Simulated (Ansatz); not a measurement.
A structure relaxed at r2SCAN/def2-SVPD in Ansatz, charge -1, doublet:

```xyz
12

Li   -1.9342   -1.5832   -1.4621
Li   -0.1885   -3.0057    0.7034
Li    0.6325    2.7606   -0.6000
Li   -2.2793   -0.8537    1.6244
Li    2.3466    1.2752    1.5485
Li    1.0895   -2.1134   -2.0959
Li   -2.2233    1.4138   -0.5028
Li   -0.1651    0.6624   -2.8435
Li    2.6960    0.6097   -1.5636
Li   -0.6802    1.8535    2.1601
Li    0.5120   -0.9002    3.0049
Li    0.1940   -0.1189    0.0267
```

Q: Give its formula.

A: the cluster Li12⁻.

Q: Summarise the bond lengths by kind (pairs closer than 1.2 times the sum of covalent radii, bridged metal pairs left out).

A: 10 × Li–Li 2.91 to 3.05 Å.

The charge -1 doublet is spin-contaminated (final ⟨S²⟩ up to 3.01, 0.75 for a pure state). The relaxation made no stability test and no search for a lower SCF solution. Another isomer (doublet) lies 0.04 eV lower at PBE0/def2-TZVPD; other spin states weren't run for this one.
